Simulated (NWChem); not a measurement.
System meant: Ag₂; SMILES [Ag][Ag]

The following NWChem deck was run.

```
start job
memory heap 200 mb stack 900 mb global 1100 mb
geometry units angstroms noautoz
  Ag     0.000000     0.000000    -1.289324
  Ag     0.000000     0.000000     1.289324
end
basis spherical
  * library def2-svp
end
ecp
  Ag library def2-ecp
end
dft
  odft
  mult 2
  xc pbe0
  iterations 150
  mulliken
end
task dft energy
```

End of the output:

```
 Summary of "ao basis" -> "" (spherical)
 ------------------------------------------------------------------------------
       Tag                 Description            Shells   Functions and Types
 ---------------- ------------------------------  ------  ---------------------
 *                          def2-svp                  on all atoms

                                 NWChem DFT Module
                                 -----------------

 Summary of "ao basis" -> "ao basis" (spherical)
 ------------------------------------------------------------------------------
       Tag                 Description            Shells   Functions and Types
 ---------------- ------------------------------  ------  ---------------------
 Ag                         def2-svp                11       31   5s3p2d1f

 Summary of "ao basis" -> "ao basis" (spherical)
 ------------------------------------------------------------------------------
       Tag                 Description            Shells   Functions and Types
 ---------------- ------------------------------  ------  ---------------------
 Ag                         def2-svp                11       31   5s3p2d1f

      Symmetry analysis of basis
      --------------------------

        a1g        11
        a1u         0
        a2g         0
        a2u        11
        b1g         3
        b1u         3
        b2g         3
        b2u         3
        eg         14
        eu         14

  number of electrons :                   38
  multiplicity        :                    2
 ------------------------------------------------------------------------
  no. of electrons and multiplicity not compatible                  38
 ------------------------------------------------------------------------
 ------------------------------------------------------------------------
  current input line :
    20: task dft energy
 ------------------------------------------------------------------------
 ------------------------------------------------------------------------
 There is an error in the input file
 ------------------------------------------------------------------------
 For more information see the NWChem manual at https://nwchemgit.github.io

0: no. of electrons and multiplicity not compatible:Received an Error in Communication
```

Task: Can this run be used? If not, why, and what is the fix?

Result: The program refused the input. Cause: the multiplicity doesn't fit the number of electrons (an even count wants an odd multiplicity, and the reverse). This input runs:
```
start job
memory heap 200 mb stack 900 mb global 1100 mb
geometry units angstroms noautoz
  Ag     0.000000     0.000000    -1.289324
  Ag     0.000000     0.000000     1.289324
end
basis spherical
  * library def2-svp
end
ecp
  Ag library def2-ecp
end
dft
  xc pbe0
  iterations 150
  mulliken
end
task dft energy
```
It converges to -293.91623 Ha (PBE0/def2-SVP with def2 effective core potentials on Ag).
